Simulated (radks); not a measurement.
All-electron atom: Mg9+ in [He] 2s1.

All-electron calculation, scalar-relativistic Kohn-Sham, LDA (Slater exchange, Perdew-Zunger correlation), spin-polarised, spherical densities, finite nucleus; open shells are filled with parallel spins first; Fermi nuclear charge, rms radius 3.057 fm. Program: a radial shooting solver on a logarithmic mesh with Libxc functionals.

Energy parts (hartree):
total: -149.52778
kinetic: 149.88112
electron-nucleus: -311.79482
Hartree: 19.82123
exchange-correlation: -7.43530

Orbitals (lengths in bohr, moments of r in powers of bohr):
| orbital | occ. | eigenvalue (hartree) | <1/r> | <r> |
|---|---|---|---|---|
| 1s up | 1 | -59.67899 | 11.66 | 0.1299 |
| 1s down | 1 | -59.57060 | 11.66 | 0.1298 |
| 2s up | 1 | -12.87433 | 2.659 | 0.5577 |
| 2s down | 0 | -12.36177 | 2.645 | 0.5619 |

The highest occupied level is 2s up at -350.33 eV. For comparison, the ionisation energy in NIST's Atomic Spectra Database is 367.49 eV (theoretical). In exact Kohn-Sham theory the highest level is minus the ionisation energy, but local and semilocal functionals leave it too shallow, through self-interaction and a potential that decays too fast; potentials with the right tail come closer. The spin density at the nucleus is 56.99 e/bohr^3 (1s 0.23, 2s 56.76). Summed over all electrons, <r^2> = 0.4084 bohr^2, which gives a Langevin (diamagnetic) susceptibility term of -0.323 x 10^-6 cm^3/mol. The density falls to 0.001 e/bohr^3 at r = 1.36 bohr. The electron density at the nucleus is 1148 e/bohr^3 (large components only). Spin moment in Bohr magnetons: 1.
